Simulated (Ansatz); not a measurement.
The same molecule with X = F, Cl, Br. Ansatz, PBE0-D4/def2-TZVP geometries, multiplicity 1.

Scalar relativity is left out up to krypton.

| X | molecule | mean X–C bond length / Å | HOMO–LUMO gap (PBE/def2-TZVPP) / eV | LUMO energy (ωB97M-V/def2-TZVPP) / eV | size of the dipole moment (PBE/def2-TZVPP) / D |
| --- | --- | --- | --- | --- | --- |
| Cl | `C/N=C/Cl` | 1.728 | 4.90 | 1.73 | 2.27 |
| Br | `C/N=C\Br` | 1.945 | 4.83 | 1.64 | 0.90 |

(1) Give the row for X = F, `C/N=C\F`. (An estimate is asked.)

Answers

(1) Ansatz gave: 
```json
{"X": "F", "molecule": "`C/N=C\\F`", "mean X–C bond length / Å": "1.349", "HOMO–LUMO gap (PBE/def2-TZVPP) / eV": "5.51", "LUMO energy (ωB97M-V/def2-TZVPP) / eV": "2.37", "size of the dipole moment (PBE/def2-TZVPP) / D": "0.32"}
```

From F to Br the mean X–C bond length rises at each step, by 0.596 Å in all; the HOMO–LUMO gap (PBE/def2-TZVPP) falls at each step, by 0.68 eV in all; the LUMO energy (ωB97M-V/def2-TZVPP) falls at each step, by 0.73 eV in all. Bonds lengthen as the atom grows down the group. Dipoles are sizes alone, and their direction can turn along the series.

Spin–orbit coupling is left out; it splits and shifts lone-pair levels of the heavy atoms by tenths of an eV.
